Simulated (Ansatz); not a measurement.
Cost and result up the ladder for CoF₂ (3 atoms). Charge 0, multiplicity 4. Geometry: r2SCAN-D4/def2-TZVP.

```xyz
3

Co    0.000    0.000    0.000
F    -0.980   -1.336   -0.463
F     0.980    1.336    0.463
```

Ansatz on 4 threads of Arm Neoverse V2 on a shared host. Times are rough, and most runs start from the orbitals of an earlier one. CAM-B3LYP-D4/def2-TZVP serves as the yardstick here, not as an exact answer. Differences are given only for rows in sets of like size (and for xTB, whose basis is part of the method), since another set adds its own error. Binding counts from free atoms at the same level (Co quartet, F doublet; other spins of the atoms weren't run), without zero-point energy or a counterpoise term.

Correlated methods freeze 7 core orbitals; core or outer-core shells of Co are correlated, in sets that lack core-valence functions.

Correlated methods converge slowly with the basis.

```tsv
level	functions	wall time	binding energy per atom (eV)	difference from CAM-B3LYP-D4/def2-TZVP (eV)
MP2/def2-TZVP	107	1.4 s	3.34	0.03
PBE0-D4/def2-SVP	59	4 s	3.18	–
PBE-D4/def2-TZVPD	128	4.6 s	3.42	0.11
BHLYP-D4/def2-TZVP	107	7 s	3.10	-0.21
CAM-B3LYP-D4/def2-TZVP	107	7 s	3.31	0.00
PBE0-D4/def2-TZVPD	128	8.5 s	3.24	-0.08
r2SCAN0-D4/def2-TZVP	107	16 s	3.17	-0.14
RPA@PBE/def2-TZVP	107	18 s	2.88	-0.43
r2SCAN-D4/def2-TZVP	107	25 s	3.31	0.00
PBE-D4/def2-TZVP (with forces)	107	26 s	3.40	0.09
r2SCAN-D4/def2-TZVPD	128	26 s	3.34	0.03
PBE0-D4/def2-TZVP	107	45 s	3.21	-0.10
CCSD(T)/def2-TZVPP	126	61 s	3.15	-0.16
CCSD(T)/def2-TZVPD	128	69 s	3.19	-0.12
```
